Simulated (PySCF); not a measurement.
Species: InCl2(OEt), C₂H₅Cl₂InO.
Bonds: In1–Cl2, In1–Cl3, In1–O4, O4–C5, C5–C6. Hydrogens: H7, H8 on C5; H9, H10, H11 on C6.

Method: PySCF, PBE0-D3(BJ)/def2-SVP geometry optimisation, gas phase, def2 core potentials past Kr; density fitting, grid level 1; the optimiser is geomeTRIC in internal coordinates, started from a GFN2-xTB structure with every atom displaced at random (about 0.03 Å).

Step 0: E = -34400.4189 eV
```
atom  x, y, z in Å  |  force x, y, z in eV/Å
In1     1.2557    1.4598   -0.7688   -2.074   1.091  -0.348
Cl2     3.3024    1.8968   -1.5579    1.352   0.380  -0.643
Cl3    -0.7342    2.7354   -1.4428    1.025  -0.712   0.319
O4      1.0844    0.2350    0.7244   -2.172  -1.486   0.620
C5     -0.2771   -0.3432    0.9860    2.530   0.713   1.295
C6     -0.7763   -1.2370   -0.0911    0.351  -0.939   1.630
H7     -0.0997   -0.8969    1.9485   -0.332   0.260  -0.623
H8     -0.9733    0.4753    1.1949   -0.209   0.198   0.025
H9     -1.7068   -1.7049    0.2644   -0.138   0.032  -0.316
H10    -0.9301   -0.6765   -0.9694   -0.517   0.759  -1.690
H11    -0.0471   -2.0294   -0.2573    0.185  -0.295  -0.269
```

Question: Estimate the geometry and energy of step 1. (The exact step hangs on the optimiser's Hessian estimate; all steps are aligned on step 0, rigid shifts and turns removed.)

Answer: E = -34400.7922 eV, largest force 1.343 eV/Å
```
atom  x, y, z in Å  |  force x, y, z in eV/Å
In1     1.2412    1.5016   -0.7357    0.175  -0.271   0.275
Cl2     3.3376    1.9905   -1.6241   -0.090   0.017   0.055
Cl3    -0.6762    2.5688   -1.5086   -0.126   0.079  -0.127
O4      1.0461    0.1896    0.7597   -0.537  -0.125  -0.160
C5     -0.2580   -0.3495    1.0452    1.156   0.643  -0.232
C6     -0.7781   -1.2121   -0.0785   -0.092  -0.180   0.294
H7     -0.1119   -0.9313    1.9681   -0.150  -0.127   0.048
H8     -0.9474    0.4804    1.2763   -0.238  -0.109   0.024
H9     -1.7291   -1.6768    0.2232   -0.097   0.001  -0.129
H10    -0.9557   -0.6218   -0.9925   -0.039   0.017  -0.012
H11    -0.0705   -2.0248   -0.3022    0.041   0.055  -0.035
```

The energy changes by -0.3734 eV. The first-order estimate −F·Δx gives -0.7343 eV and the mean of the old and new forces, exact on a quadratic surface, -0.3747 eV. The step makes an angle of 64° with the force vector and moves no atom by more than 0.188 Å.

What follows is the cost of the whole optimisation. Time: 2.0 min; peak memory 0.53 GiB. Hardware: Arm Neoverse V1, one thread, shared host.
